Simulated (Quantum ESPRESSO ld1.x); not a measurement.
All-electron atom: Zr2+ in [Ar] 3d10 4s2 4p5.75 4d2 5p0.25 (fractional occupations, a model configuration).

Method: non-relativistic Kohn-Sham, LDA (Slater exchange, Perdew-Zunger correlation), spin-polarised, spherical densities, point nucleus; open shells are filled with parallel spins first; relativity is left out, which matters for an element this heavy; computed with ld1.x of Quantum ESPRESSO 7.5.

Energy parts (eV):
| part | energy |
|---|---|
| total | -96211.05 |
| kinetic | 96141.85 |
| electron-nucleus | -228629.58 |
| Hartree | 39209.52 |
| exchange-correlation | -2932.84 |

Orbitals (lengths in bohr, moments of r in powers of bohr; <r^-3> diverges for s and p1/2):
orbital,occ.,eigenvalue (eV),<r^-3>,<r^4>,<1/r>,<r^2>
1s up,1,-17412.8,-,9.654e-06,39.44,0.001952
1s down,1,-17412.8,-,9.654e-06,39.44,0.001952
2s up,1,-2390.49,-,0.001864,8.851,0.03301
2s down,1,-2390.28,-,0.001864,8.852,0.03301
2p up,3,-2193.84,1962,0.001258,8.848,0.02521
2p down,3,-2193.66,1962,0.001258,8.848,0.02521
3s up,1,-403.800,-,0.1005,3.029,0.2542
3s down,1,-403.619,-,0.1004,3.029,0.2541
3p up,3,-329.901,312.3,0.1067,2.935,0.2549
3p down,3,-329.703,312.3,0.1065,2.935,0.2547
3d up,5,-194.682,44.89,0.1202,2.742,0.2467
3d down,5,-194.429,44.90,0.1196,2.743,0.2463
4s up,1,-68.8343,-,4.544,1.093,1.730
4s down,1,-67.5154,-,4.494,1.098,1.720
4p up,3,-48.8043,42.08,7.247,0.9780,2.138
4p down,2.75,-47.3996,42.56,7.173,0.9822,2.125
4d up,2,-19.5628,3.108,35.70,0.6799,4.442
4d down,0,-18.0548,3.115,37.65,0.6788,4.514
5p up,0.25,-12.6435,5.933,343.0,0.3498,15.31
5p down,0,-11.6412,5.370,399.2,0.3365,16.42

The highest occupied level is 5p up at -12.644 eV. The configuration is held as typed, so some empty levels lie below it. The density falls to 0.001 e/bohr^3 at r = 3.83 bohr. Summed over all electrons, <r^2> = 33.14 bohr^2, which gives a Langevin (diamagnetic) susceptibility term of -26.2 x 10^-6 cm^3/mol. Virial ratio -V/T = 2.00072.
